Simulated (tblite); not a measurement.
Problem. Write Cartesian coordinates for `C/C=C/[C](F)C(Cl)(Cl)Cl` [radical] as optimised with GFN2-xTB. (Doublet state.)

Solution. 
```xyz
14
C5H5Cl3F angstrom
C     -2.5742    0.1529    0.0191
C     -1.2438   -0.2089   -0.5122
C     -0.0732    0.0367    0.1509
C      1.1826   -0.2921   -0.3341
F      1.2926   -0.8480   -1.5573
C      2.4616    0.0153    0.3233
Cl     2.3326   -0.1519    2.0857
Cl     3.7822   -1.0062   -0.2646
Cl     2.9300    1.7595   -0.0009
H     -2.4976    0.6418    0.9865
H     -3.1963   -0.7387    0.1176
H     -3.0879    0.8174   -0.6778
H     -1.2107   -0.6902   -1.4789
H     -0.0987    0.5119    1.1205
```

Any rigid rotation of these coordinates is as good. Atoms count from 1 in this order. C2 (carbon bonded to 2 C and H) is planar (angles 123.5°, 119.2° and 117.3°, sum 360.0°, 0.00 Å off the plane of its three neighbours). The 3 C–Cl bonds span 1.770 Å (C6–Cl8, drawn single) to 1.835 Å (C6–Cl9, drawn single), a spread of 0.065 Å. C3 (carbon bonded to 2 C and H) is planar (angles 124.3°, 119.6° and 116.1°, sum 360.0°, 0.00 Å off the plane of its three neighbours). Of the pairs four or more bonds apart, Cl7···H14 is among the closest relative to their van der Waals radii: 2.70 Å, 91 % of the sum of Bondi's values.

Bonds between heavy atoms (Å): C1–C2 1.478, C2=C3 1.368, C3–C4 1.386, C4–F5 1.348, C4–C6 1.471, C6–Cl7 1.775, C6–Cl8 1.770, C6–Cl9 1.835.

The geometry is computed with GFN2-xTB (gas phase). This method treats the open shell by occupation alone, without spin polarisation.

Point group: C1 (no symmetry element, even within 0.4 Å). Its lowest GFN2-xTB frequency is 13 cm⁻¹, too small to tell a flat minimum from a shallow saddle. Torsions: C2–C3–C4–F5 2°.

On one thread, Arm Neoverse V2 (aarch64), no GPU, shared host with 96 logical CPUs at a one-minute load of 25, this took 1.0 s of wall time. That covers the optimisation of the geometry.

One conformer stands for the species.
